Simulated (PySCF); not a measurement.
Calculation: r2SCAN-D4/def2-TZVP run with PySCF. Isolated molecules, 0 K electronic values unless said otherwise. One relaxed conformer stands for a flexible species; it need not be the lowest. Delta-SCF ions had no search for a lower state. Excitations are Tamm–Dancoff values on a coarser integration grid. The basis has no diffuse functions, so Rydberg states are missing or too high.

Reference species (SMILES): `[H]/N=C(\N)OC` (neutral, multiplicity 1).

The vertical ionisation energy (Delta-SCF) is 9.14 eV. The HOMO–LUMO gap is 6.68 eV. The S1–T1 gap (TDA) is 1.13 eV and the T1 excitation (TDA) comes out as 5.69 eV.

Changed species: `N/C=N\CO` (C–N–C–O torsion -52°, N–C–O–H torsion -61°).

Problem. Give the shifts of the vertical ionisation energy (Delta-SCF), HOMO–LUMO gap, S1–T1 gap (TDA) and T1 excitation (TDA).

Solution. the vertical ionisation energy (Delta-SCF) falls by 0.11 eV, to 9.03 eV; the HOMO–LUMO gap falls by 1.12 eV, to 5.56 eV; the S1–T1 gap (TDA) rises by 0.02 eV, to 1.15 eV; the T1 excitation (TDA) falls by 1.11 eV, to 4.58 eV.
